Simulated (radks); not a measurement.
Problem. The technetium ion Tc8+, 35 electrons, occupied as [Ar] 3d10 4s2 4p5. Method: scalar-relativistic Kohn-Sham, PBE, spin-unpolarised, spherical densities, point nucleus; computed with a radial shooting solver on a logarithmic mesh with Libxc functionals. Some entries of the table are withheld. Estimate them.

| orbital | occ. | eigenvalue (Ry) | <r> (bohr) |
|---|---|---|---|
| 1s | 2 | (1) | (2) |
| 2s | 2 | -228.6832 | 0.1496 |
| 2p | 6 | -205.7063 | 0.1303 |
| 3s | 2 | -47.73410 | 0.4145 |
| 3p | 6 | -40.18777 | 0.4151 |
| 3d | 10 | (3) | 0.3966 |
| 4s | 2 | -14.19106 | 0.9979 |
| 4p | 5 | (4) | (5) |
| 4d | 0 | -8.53423 | 1.223 |
| 5s | 0 | -6.37864 | (6) |

Solution. 
(1) 1s eigenvalue (Ry): -1543.659
(2) 1s <r> (bohr): 0.03428
(3) 3d eigenvalue (Ry): -27.99993
(4) 4p eigenvalue (Ry): -11.94397
(5) 4p <r> (bohr): 1.067
(6) 5s <r> (bohr): 1.992
